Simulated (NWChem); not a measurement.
Program: NWChem. System: HP, charge 0, spin multiplicity 3, at a geometry optimised with UPBE0/def2-SVP. The structure started from a generated list of species. Its SCF solution wasn't tested for a lower state. Level: UM06-2X/def2-TZVP.

Output (cleaned and shortened):

```
             Northwest Computational Chemistry Package (NWChem) 7.3.0
             --------------------------------------------------------

                                NWChem Input Module
                                -------------------

 Scaling coordinates for geometry "geometry" by  1.889725989
 (inverse scale =  0.529177249)

 Turning off AUTOSYM since
 SYMMETRY directive was detected!

                             Geometry "geometry" -> ""
                             -------------------------

 Output coordinates in angstroms (scale by  1.889725989 to convert to a.u.)

  No.       Tag          Charge          X              Y              Z
 ---- ---------------- ---------- -------------- -------------- --------------
    1 P                   15.0000     0.00000000     0.00000000     0.08981900
    2 H                    1.0000     0.00000000     0.00000000    -1.34728800

 Effective nuclear repulsion energy (a.u.)       5.5233595933

            Nuclear Dipole moment (a.u.)
            ----------------------------
        X                 Y               Z
 ---------------- ---------------- ----------------
     0.0000000000     0.0000000000    -0.0000056692

      Symmetry information
      --------------------

 Group name             C2v
 Group number             16
 Group order               4
 No. of unique centers     2

      Symmetry unique atoms

     1    2


 Summary of "ao basis" -> "" (spherical)
 ------------------------------------------------------------------------------
       Tag                 Description            Shells   Functions and Types
 ---------------- ------------------------------  ------  ---------------------
 *                         def2-tzvp                  on all atoms

                                 NWChem DFT Module
                                 -----------------

 Summary of "ao basis" -> "ao basis" (spherical)
 ------------------------------------------------------------------------------
       Tag                 Description            Shells   Functions and Types
 ---------------- ------------------------------  ------  ---------------------
 P                         def2-tzvp                13       37   5s5p2d1f
 H                         def2-tzvp                 4        6   3s1p

 Summary of "ao basis" -> "ao basis" (spherical)
 ------------------------------------------------------------------------------
       Tag                 Description            Shells   Functions and Types
[...]
     4      0.321140  1 P  s                 39     -0.235273  2 H  s
     3     -0.210468  1 P  s                 20      0.203054  1 P  pz
    14      0.159819  1 P  pz                40     -0.143488  2 H  s
    38     -0.141965  2 H  s                  8     -0.136858  1 P  pz

 Vector    8  Occ=0.000000D+00  E=-8.957322D-02  Symmetry=b1
              MO Center=  7.2D-16, -9.1D-32,  5.2D-02, r^2= 2.8D+00
   Bfn.  Coefficient  Atom+Function         Bfn.  Coefficient  Atom+Function
  ----- ------------  ---------------      ----- ------------  ---------------
    18      0.745657  1 P  px                12      0.203179  1 P  px
    15      0.203372  1 P  px                 6     -0.142817  1 P  px
     9     -0.072788  1 P  px                29      0.029994  1 P  d  1

 Vector    9  Occ=0.000000D+00  E=-8.957322D-02  Symmetry=b2
              MO Center=  1.4D-31, -6.4D-16,  5.2D-02, r^2= 2.8D+00
   Bfn.  Coefficient  Atom+Function         Bfn.  Coefficient  Atom+Function
  ----- ------------  ---------------      ----- ------------  ---------------
    19      0.745657  1 P  py                13      0.203179  1 P  py
    16      0.203372  1 P  py                 7     -0.142817  1 P  py
    10     -0.072788  1 P  py                27     -0.029994  1 P  d -1

 Vector   10  Occ=0.000000D+00  E= 7.948032D-02  Symmetry=a1
              MO Center= -1.4D-16, -1.4D-15, -3.3D-01, r^2= 4.5D+00
   Bfn.  Coefficient  Atom+Function         Bfn.  Coefficient  Atom+Function
  ----- ------------  ---------------      ----- ------------  ---------------
    40      1.880225  2 H  s                 20      1.320665  1 P  pz
     5     -1.181160  1 P  s                  4     -0.161786  1 P  s
     3      0.150912  1 P  s                 14      0.128991  1 P  pz
    17      0.127043  1 P  pz                39      0.096028  2 H  s
    38      0.091444  2 H  s                  8     -0.081961  1 P  pz

   alpha - beta orbital overlaps
   -----------------------------

   alpha      1      2      3      4      5      6      7      8      9     10
    beta      1      2      4      5      3      6      7      9      8     10
 overlap   1.000  1.000  1.000  1.000  1.000  0.989  0.991  0.963  0.963  0.991

   alpha     11     12     13     14     15     16     17     18     19     20
    beta     11     12     13     14     15     16     18     17     19     20
 overlap   0.985  0.945  0.945  0.987  0.984  0.984  0.997  0.997  0.992  0.996

   alpha     21     22     23     24     25     26     27     28     29     30
    beta     24     25     23     21     22     27     26     31     30     28
 overlap   0.992  0.992  0.995  0.825  0.825  0.825  0.825  1.000  1.000  0.994

   alpha     31     32     33     34     35     36     37     38     39     40
    beta     29     34     33     32     35     36     37     38     39     40
 overlap   0.994  0.996  0.996  0.994  0.997  0.999  0.999  0.999  0.999  1.000

   alpha     41     42     43
    beta     41     42     43
 overlap   1.000  1.000  1.000

     --------------------------
     Expectation value of S2:
     --------------------------
      <S2> =      2.0069 (Exact =     2.0000)

 center of mass
 --------------
 x =   0.00000000 y =   0.00000000 z =   0.08415314

 moments of inertia (a.u.)
 ------------------
           7.198714565060           0.000000000000           0.000000000000
           0.000000000000           7.198714565060           0.000000000000
           0.000000000000           0.000000000000           0.000000000000

     Multipole analysis of the density
     ---------------------------------

     L   x y z        total         alpha         beta         nuclear
     -   - - -        -----         -----         ----         -------
     0   0 0 0     -0.000000     -9.000000     -7.000000     16.000000

     1   1 0 0     -0.000000     -0.000000     -0.000000      0.000000
     1   0 1 0     -0.000000     -0.000000     -0.000000      0.000000
     1   0 0 1     -0.187142     -0.174148     -0.012989     -0.000006

     2   2 0 0    -10.627520     -7.858159     -2.769361      0.000000
     2   1 1 0     -0.000000     -0.000000     -0.000000      0.000000
     2   1 0 1      0.000000      0.000000      0.000000      0.000000
     2   0 2 0    -10.627520     -7.858159     -2.769361      0.000000
     2   0 1 1      0.000000      0.000000      0.000000      0.000000
     2   0 0 2    -10.367299     -9.652563     -7.629019      6.914283

 Task  times  cpu:        1.2s     wall:        1.2s

 Total times  cpu:        1.3s     wall:        1.3s
```

Write an NWChem input that would produce this output.

One answer among several that fit: 
```
start mol
memory heap 200 mb stack 900 mb global 1100 mb
geometry units angstroms nocenter noautoz
  P      0.000000     0.000000     0.089819
  H      0.000000     0.000000    -1.347288
  symmetry group C2v
end
basis spherical
  * library def2-tzvp
end
dft
  xc m06-2x
  odft
  mult 3
  semidirect memsize 60000000 filesize 0
  iterations 100
  grid fine
end
task dft energy
```
